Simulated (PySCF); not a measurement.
MoOF₄ at several levels of theory

All levels use the PBE0 minimum (singlet; Mo–F 1.832 Å (×4), Mo–O 1.636 Å; F–Mo–F 86.1° (×4), F–Mo–F 149.7° (×2), F–Mo–O 105.2° (×4)), basis [Mo def2-SVP with ECP28, O def2-SVP, F def2-SVP], scalar-relativistic core potentials, density fitting, no spin–orbit coupling, PySCF. For vertical energies the ionised species is a doublet (spins chosen at PBE0 and kept) and the electron-attached one a doublet. Atomisation goes to high-spin ground-configuration atoms, without zero-point energy. Open shells are unrestricted, also as the reference of the correlated levels. A dash marks a value that was not computed or is not defined at that level.

Z-matrix (Å, degrees; charge 0 multiplicity 1):
```
Mo
O  1 1.6361
F  1 1.8322 2 105.16
F  1 1.8322 2 105.16 3 -90.00
F  1 1.8322 2 105.16 3 180.00
F  1 1.8322 2 105.16 3 90.00
```

```tsv
level	atomisation (kJ/mol)	vertical IP (eV)	vertical EA (eV)	−ε(HOMO) (eV)	gap (eV)	dipole (D)
PBE0	2501	14.28	2.64	12.01	6.91	0.05
HF	1150	14.12	4.18	16.88	14.94	0.28
MP2	–	?	?	–	–	–
PBE	2836	13.45	1.70	9.93	4.40	0.09
B3LYP	2593	14.19	2.50	11.63	6.38	0.03
r2SCAN	–	13.91	2.17	10.57	4.78	0.04
TPSSh	2599	13.89	2.23	10.94	5.53	0.04
BHandHLYP	2217	14.63	3.42	13.86	9.45	0.18
r2SCAN0	–	?	?	?	?	?
```

Q: Fill in the row of r2SCAN0.

A: vertical IP (eV) 14.45, vertical EA (eV) 2.97, −ε(HOMO) (eV) 12.42, gap (eV) 7.17, dipole (D) 0.09.

Q: Fill in the row of MP2.

A: vertical IP (eV) 15.29, vertical EA (eV) 1.71.

Without diffuse functions attachment energies tend to come out too low.
